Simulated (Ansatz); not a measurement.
C2HN (SMILES [CH]C#N): geometry of the low-spin state from B3LYP-D3(BJ)/def2-TZVP.
(charge 0, multiplicity 1):
```
atom    x (Å)    y (Å)    z (Å)
----  -------  -------  -------
C     -1.1792   0.2102   0.2913
C      0.0848  -0.0192  -0.0182
N      1.2148  -0.1259  -0.3611
H     -1.9367  -0.2647   0.8890
```

Codes used: Ansatz (a quantum-chemistry and plane-wave program) with Gaussian orbitals. Values without a source in brackets are computed.

Broken-symmetry (BS) and triplet (T) solutions at this geometry:

```json
[
 {"level": "U-PBE/def2-TZVPP", "E(BS) (hartree)": "-131.297802", "⟨S²⟩ BS": "0.932", "E(T) (hartree)": "-131.309023", "⟨S²⟩ T": "2.026"},
 {"level": "U-B3LYP/def2-TZVPP", "E(BS) (hartree)": "-131.461125", "⟨S²⟩ BS": "0.930", "E(T) (hartree)": "-131.472707", "⟨S²⟩ T": "2.048"},
 {"level": "U-PBE0/def2-TZVPP", "E(BS) (hartree)": "-131.295840", "⟨S²⟩ BS": "0.958", "E(T) (hartree)": "-131.310347", "⟨S²⟩ T": "2.063"},
 {"level": "U-wB97X-V/def2-TZVPP", "E(BS) (hartree)": "-131.405806", "⟨S²⟩ BS": "0.924", "E(T) (hartree)": "-131.419119", "⟨S²⟩ T": "2.066"}
]
```

**Question.** Give the raw gap E(BS) − E(T) and the gap after approximate spin projection, (E_BS − E_T)⟨S²⟩_T/(⟨S²⟩_T − ⟨S²⟩_BS).

**Answer.** 
- U-PBE/def2-TZVPP: raw 7.0, projected 13.0 kcal/mol
- U-B3LYP/def2-TZVPP: raw 7.3, projected 13.3 kcal/mol
- U-PBE0/def2-TZVPP: raw 9.1, projected 17.0 kcal/mol
- U-wB97X-V/def2-TZVPP: raw 8.4, projected 15.1 kcal/mol
The rule takes the triplet as the only contaminant. For comparison FIC-MRCISD+Q on SA-CASSCF(6,6)/cc-pVTZ gives 17.3 kcal/mol at this geometry.
